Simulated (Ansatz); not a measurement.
NbOBr, SMILES [O]=[Nb][Br] (connectivity only; charge and spin as stated), neutral, multiplicity 3.

Geometry optimised at B3LYP-D3(BJ)/def2-TZVP. The multiplicity is an assumed one; other spin states were not compared. The def2 effective core potentials stand for the cores of Nb; spin–orbit coupling is left out.

Two levels are set side by side: PBE/def2-TZVPD (Ansatz, an electronic-structure program) and PBE0/def2-TZVPD (Ansatz). Energy differences of separate SCF runs at the same geometry; the states with an electron removed or added have multiplicity 2 and 4. Differences are taken from unrounded values.

```json
[
 {"quantity": "vertical ionisation energy (eV)", "PBE": "7.80"},
 {"quantity": "vertical electron affinity (eV)", "PBE": "1.44"}
]
```

Problem. These are the PBE values. What does PBE0 give? (The exact figures need the calculation; the answer reports its results.)

Solution. 
```
quantity                         PBE0  PBE minus PBE0
-------------------------------  ----  --------------
vertical ionisation energy (eV)  8.03           -0.23
vertical electron affinity (eV)  1.56           -0.12
```
